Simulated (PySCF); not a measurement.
C₂H₃AlBrCl. Atoms are numbered in the order given.

```xyz
8

Al    -0.1759    -0.6359     0.0000
Cl     1.2280    -2.2113     0.0000
Br     0.5988     1.4932     0.0000
C     -2.0840    -0.9600     0.0000
C     -2.9742     0.0578     0.0000
H     -2.4782    -1.9940     0.0000
H     -4.0666    -0.1124     0.0000
H     -2.6533     1.1152     0.0000
```

Coordinates come from a PBE-D3(BJ)/def2-SVP optimisation. The structure was generated by enumeration; whether it is a known compound was not checked. Other conformers were not sampled.

Computed with PBE-D3(BJ)/def2-SVP in PySCF 2.14.0.

Frequencies are harmonic and unscaled.

Q: List the normal modes with their intensities. (An estimate is asked for; the answer gives what the named calculation found.)

A: 
```csv
mode,ν (cm⁻¹),IR (km/mol),Raman (Å⁴/amu),depolarisation,moving atoms (share of kinetic energy)
1,74,0.5,5.8,0.75,"C 48 %, H 29 %, Al 14 %, Cl 9 %"
2,89,0.7,2.5,0.69,"C 47 %, Br 22 %, H 17 %, Cl 9 %"
3,124,5.0,2.0,0.69,"Cl 50 %, Br 25 %, Al 13 %, C 11 %"
4,186,10.5,1.7,0.75,"Al 58 %, H 26 %, C 8 %"
5,279,3.5,6.8,0.32,"C 56 %, Cl 23 %, H 16 %"
6,342,19.1,12.1,0.09,"Al 28 %, Br 28 %, C 23 %, Cl 14 %"
7,455,39.4,10.2,0.75,"H 64 %, C 28 %"
8,564,150.8,3.7,0.39,"Al 67 %, Cl 24 %"
9,670,104.3,3.1,0.15,"Al 47 %, C 37 %, H 13 %"
10,959,11.8,3.4,0.47,"H 88 %, C 12 %"
11,967,22.0,0.4,0.75,"H 72 %, C 28 %"
12,1013,12.7,0.6,0.75,H 94 %
13,1216,4.2,8.4,0.14,"H 71 %, C 28 %"
14,1369,19.7,21.4,0.53,"H 82 %, C 17 %"
15,1596,15.9,11.3,0.07,"C 84 %, H 16 %"
16,3036,14.9,138.0,0.21,H 95 %
17,3066,3.5,174.5,0.30,"H 92 %, C 8 %"
18,3128,5.4,102.5,0.58,"H 89 %, C 11 %"
```
